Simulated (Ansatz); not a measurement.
`[NH2][Ti]([NH2])([OH])[Cl]` and `[NH2][Ti]([NH2])([OH])[F]` differ in one element.

Ansatz, PBE0-D4/def2-TZVP geometries, multiplicity 1. Each molecule was computed in one conformer, which needn't be the lowest.

Scalar relativity is left out up to krypton.

```json
{"property": "zero-point energy (PBE0-D4/def2-TZVP) / kJ/mol", "`[NH2][Ti]([NH2])([OH])[Cl]`": "167.1"}
{"property": "LUMO energy (PBE/def2-TZVPP) / eV", "`[NH2][Ti]([NH2])([OH])[Cl]`": "-2.50"}
{"property": "HOMO–LUMO gap (ωB97M-V/def2-TZVPP) / eV", "`[NH2][Ti]([NH2])([OH])[Cl]`": "10.33"}
{"property": "HOMO energy (PBE0/def2-TZVPP) / eV", "`[NH2][Ti]([NH2])([OH])[Cl]`": "-7.36"}
{"property": "size of the dipole moment (PBE/def2-TZVPP) / D", "`[NH2][Ti]([NH2])([OH])[Cl]`": "2.19"}
{"property": "HOMO energy (B3LYP/def2-TZVPP) / eV", "`[NH2][Ti]([NH2])([OH])[Cl]`": "-7.12"}
```

Q: What does the change do to each property? (An estimate is asked.)

A: The calculation gave: 
```tsv
property	`[NH2][Ti]([NH2])([OH])[F]`	shift
zero-point energy (PBE0-D4/def2-TZVP) / kJ/mol	171.1	4.0
LUMO energy (PBE/def2-TZVPP) / eV	-2.34	0.16
HOMO–LUMO gap (ωB97M-V/def2-TZVPP) / eV	10.79	0.46
HOMO energy (PBE0/def2-TZVPP) / eV	-7.47	-0.11
size of the dipole moment (PBE/def2-TZVPP) / D	2.81	0.62
HOMO energy (B3LYP/def2-TZVPP) / eV	-7.24	-0.12
```

With PBE0 the HOMO falls by 0.11 eV and the LUMO rises by 0.22 eV, so the gap widens by about 0.33 eV. PBE moves the HOMO by -0.08 eV and ωB97M-V by -0.19 eV. Dipoles are sizes alone; their direction can turn.

Positive LUMOs are unbound, so they and the gaps depend on the basis.

B3LYP here is the variant with VWN-RPA as its local correlation; programs differ in this.
